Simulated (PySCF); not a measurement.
Run record: geometry optimisation, `c1cc(ccc1)S`.

Computed with PBE0-D3(BJ)/def2-SVP geometry optimisation, gas phase (PySCF 2.14.0). Start geometry: MMFF94s. The input is one job of a driver script: a line of settings, then coordinates in Å.

Input:
```
{"job": {"xc": "PBE0", "basis": "def2-SVP", "d3": "d3bj", "grid": 1, "kind": "geom"}, "charge": 0, "multiplicity": 1}
S      2.771532    -0.277350    -0.708596
C      1.043185    -0.139947    -0.308834
C      0.207549    -1.251250    -0.449462
C     -1.151768    -1.152727    -0.144478
C     -1.681374     0.058450     0.297984
C     -0.853641     1.172034     0.433435
C      0.506081     1.074174     0.128842
H      3.219576     0.530935     0.262700
H      0.607204    -2.201187    -0.796464
H     -1.796380    -2.021017    -0.254363
H     -2.739803     0.135199     0.533867
H     -1.267234     2.118131     0.773247
H      1.135073     1.954554     0.232122
```

**Question.** Estimate the output.

**Answer.** 
```
step   0  E = -629.74336011  max force = 0.009239
step   1  E = -629.74411031  max force = 0.004373
step   2  E = -629.74437934  max force = 0.002897
step   3  E = -629.74431276  max force = 0.004596
step   4  E = -629.74446895  max force = 0.000827
step   5  E = -629.74447630  max force = 0.001240
step   6  E = -629.74450243  max force = 0.000441
step   7  E = -629.74452812  max force = 0.000529
step   8  E = -629.74453803  max force = 0.001965
step   9  E = -629.74456422  max force = 0.000740
step  10  E = -629.74456654  max force = 0.000184
optimisation converged
```

Energies in Eh; «max force» is the largest Cartesian gradient component in Eh/bohr.

**Question.** Give the first gradient maximum in eV/Å.

**Answer.** With 1 Eh/bohr = 51.422 eV/Å, 0.475 eV/Å.

**Question.** At which steps does the energy rise by more than 1e-5 Eh?

**Answer.** At step 3 (+0.07 mEh).

Main results: final energy -629.74457 Eh after 10 steps; dipole 1.08 D.

Rough CPU time on one thread of a shared machine: about 50 s.
Labels such as C1 count atoms from 1, the log's own numbers from 0.
